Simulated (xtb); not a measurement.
F₄MoO, charge -1, doublet, at a GFN2-xTB geometry of the parent state (such geometries of metal compounds can be far from the true shape) (a state made from the parent by changing its charge; the spin is typed, not shown lowest); xtb 6.7.1 with GFN2-xTB.

The xtb input:
```
$ xtb mol.xyz --gfn 2 --chrg -1 --uhf 1 --json

# file mol.xyz
6

Mo     0.06147091    -0.03387881     0.05793728
O      1.14984763    -0.63372208     1.08374922
F     -1.12609422     0.62063073    -1.06136126
F      0.00314904     1.59071839     0.78506936
F      1.03705102    -0.28749738    -1.41017703
F     -1.22305687    -1.20244210     0.45276230
```

What does xtb print? Leave out banner, timings and long lists.


```
   ID    Z sym.   atoms
    1   42 Mo     1
    2    8 O      2
    3    9 F      3-6

           -------------------------------------------------
          |                Calculation Setup                |
           -------------------------------------------------

           -------------------------------------------------
          |                 G F N 2 - x T B                 |
           -------------------------------------------------

          ...................................................
          :                      SETUP                      :
          :.................................................:
          :  # basis functions                  30          :
          :  # atomic orbitals                  29          :
          :  # shells                           13          :
          :  # electrons                        41          :
          :  max. iterations                   250          :
          :  Hamiltonian                  GFN2-xTB          :
          :  restarted?                      false          :
          :  GBSA solvation                  false          :
          :  PC potential                    false          :
          :  electronic temp.          300.0000000     K    :
          :  accuracy                    1.0000000          :
          :  -> integral cutoff          0.2500000E+02      :
          :  -> integral neglect         0.1000000E-07      :
          :  -> SCF convergence          0.1000000E-05 Eh   :
          :  -> wf. convergence          0.1000000E-03 e    :
          :  Broyden damping             0.4000000          :
          :  net charge                         -1          :
          :  unpaired electrons                  1          :
          ...................................................

 iter      E             dE          RMSdq      gap      omega  full diag
   1    -25.4375033 -0.254375E+02  0.753E+00    0.00       0.0  T
   2    -25.4973246 -0.598213E-01  0.484E+00    0.00       1.0  T
   3    -25.5294436 -0.321190E-01  0.333E+00    0.00       1.0  T
   4    -25.5305285 -0.108490E-02  0.167E+00    0.00       1.0  T
   5    -25.5326730 -0.214453E-02  0.561E-01    0.00       1.0  T
   6    -25.5329097 -0.236680E-03  0.188E-01    0.00       1.0  T
   7    -25.5328868  0.228915E-04  0.352E-01    0.00       1.0  T
   8    -25.5329195 -0.326656E-04  0.399E-02    0.00       1.0  T
   9    -25.5329206 -0.111109E-05  0.331E-02    0.00       1.2  T
  10    -25.5329211 -0.505235E-06  0.199E-02    0.00       2.0  T
  11    -25.5329213 -0.140885E-06  0.149E-03    0.00      27.4  T
  12    -25.5329213 -0.176881E-08  0.766E-04    0.00      53.3  T
  13    -25.5329213 -0.128679E-09  0.355E-04    0.00     114.9  T

   *** convergence criteria satisfied after 13 iterations ***

         :::::::::::::::::::::::::::::::::::::::::::::::::::::
         ::                     SUMMARY                     ::
         :::::::::::::::::::::::::::::::::::::::::::::::::::::
         :: total energy             -25.476407380386 Eh    ::
         :: gradient norm              0.114806792376 Eh/a0 ::
         :: HOMO-LUMO gap              0.000001080281 eV    ::
         ::.................................................::
         :: SCC energy               -25.532920611779 Eh    ::
         :: -> isotropic ES            0.265616918542 Eh    ::
         :: -> anisotropic ES         -0.004545068816 Eh    ::
         :: -> anisotropic XC         -0.001288806938 Eh    ::
         :: -> dispersion             -0.004219936410 Eh    ::
         :: repulsion energy           0.056513231394 Eh    ::
         :: add. restraining           0.000000000000 Eh    ::
         :: total charge              -1.000000000000 e     ::
         :::::::::::::::::::::::::::::::::::::::::::::::::::::

           -------------------------------------------------
          |                Property Printout                |
           -------------------------------------------------

    * Orbital Energies and Occupations

         #    Occupation            Energy/Eh            Energy/eV
      -------------------------------------------------------------
         1        2.0000           -0.6605886             -17.9755
       ...           ...                  ...                  ...
         9        2.0000           -0.3431000              -9.3362
        10        2.0000           -0.3431000              -9.3362
        11        2.0000           -0.3381189              -9.2007
        12        2.0000           -0.3327811              -9.0554
        13        2.0000           -0.3327250              -9.0539
        14        2.0000           -0.3327250              -9.0539
        15        2.0000           -0.3055099              -8.3133
        16        2.0000           -0.3037566              -8.2656
        17        2.0000           -0.3037566              -8.2656
        18        2.0000           -0.2682624              -7.2998
        19        2.0000           -0.2682624              -7.2998
        20        2.0000           -0.2503717              -6.8130
        21        0.5000           -0.0835029              -2.2722 (HOMO)
        22        0.5000           -0.0835029              -2.2722 (LUMO)
        23                         -0.0256912              -0.6991
        24                         -0.0256911              -0.6991
        25                          0.2157489               5.8708
        26                          0.5062692              13.7763
        27                          0.5254357              14.2978
        28                          0.5254359              14.2978
        29                          0.7256280              19.7453
      -------------------------------------------------------------
                  HL-Gap            0.0000000 Eh            0.0000 eV
             Fermi-level           -0.1252201 Eh           -3.4074 eV

     #   Z          covCN         q      C6AA      α(0)
     1  42 Mo       3.749     1.206   325.254    40.140
     2   8 O        0.804    -0.628    26.841     6.945
     3   9 F        0.736    -0.461    14.316     4.469
     4   9 F        0.736    -0.372    13.185     4.288
     5   9 F        0.736    -0.372    13.185     4.288
     6   9 F        0.736    -0.372    13.185     4.288

 Mol. C6AA /au·bohr⁶  :       1363.392380
 Mol. C8AA /au·bohr⁸  :      73765.769951
 Mol. α(0) /au        :         64.418850

Wiberg/Mayer (AO) data.
largest (>0.10) Wiberg bond orders for each atom

 ---------------------------------------------------------------------------
     #   Z sym  total        # sym  WBO       # sym  WBO       # sym  WBO
 ---------------------------------------------------------------------------
     1  42 Mo   5.590 --     2 O    1.948     5 F    0.946     6 F    0.946
                             4 F    0.946     3 F    0.805
     2   8 O    2.135 --     1 Mo   1.948
     3   9 F    0.931 --     1 Mo   0.805
     4   9 F    1.052 --     1 Mo   0.946
     5   9 F    1.052 --     1 Mo   0.946
     6   9 F    1.052 --     1 Mo   0.946
 ---------------------------------------------------------------------------

Topologies differ in total number of bonds
Writing topology from bond orders to xtbtopo.mol

molecular dipole:
                 x           y           z       tot (Debye)
 q only:       -0.115       0.063      -0.108
   full:       -0.276       0.152      -0.260       1.039
molecular quadrupole (traceless):
                xx          xy          yy          xz          yz          zz
 q only:       -0.885       1.811       1.403      -3.098       1.707      -0.518
  q+dip:       -0.751       1.537       1.191      -2.628       1.449      -0.440
   full:       -0.855       1.749       1.355      -2.992       1.649      -0.500

           -------------------------------------------------
          | TOTAL ENERGY              -25.476407380386 Eh   |
          | GRADIENT NORM               0.114806792376 Eh/α |
          | HOMO-LUMO GAP               0.000001080281 eV   |
           -------------------------------------------------

normal termination of xtb
```
